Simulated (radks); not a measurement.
Question: Species: the dysprosium ion Dy53+. Configuration: [Ne] 3s2 3p1 (the NIST ground configuration). Calculated with a radial shooting solver on a logarithmic mesh with Libxc functionals: non-relativistic Kohn-Sham, TPSS, spin-polarised, spherical densities, point nucleus; open shells are filled with parallel spins first (spin-orbit coupling, left out, can overturn this in heavy ions); meta-GGA in the generalised Kohn-Sham scheme; relativity is left out, which matters for an element this heavy. Some entries of the table are withheld. Estimate them.

orbital  occ.  eigenvalue (hartree)  <r> (bohr)  <1/r> (bohr^-1)
1s up       1             -1990.613     0.02296            65.49
1s down     1             -1990.492     0.02296            65.50
2s up       1             -432.4208     0.09609            15.50
2s down     1             -432.3351     0.09606            15.50
2p up       3             -420.3265     0.08138              (1)
2p down     3             -420.1970     0.08137              (2)
3s up       1                   (3)      0.2263              (4)
3s down     1                   (5)      0.2265              (6)
3p up       1             -174.3455      0.2139            6.481
3p down     0             -173.8060      0.2141            6.478

Answer: 
(1) 2p up <1/r> (bohr^-1): 15.47
(2) 2p down <1/r> (bohr^-1): 15.47
(3) 3s up eigenvalue (hartree): -178.7949
(4) 3s up <1/r> (bohr^-1): 6.530
(5) 3s down eigenvalue (hartree): -178.2545
(6) 3s down <1/r> (bohr^-1): 6.522
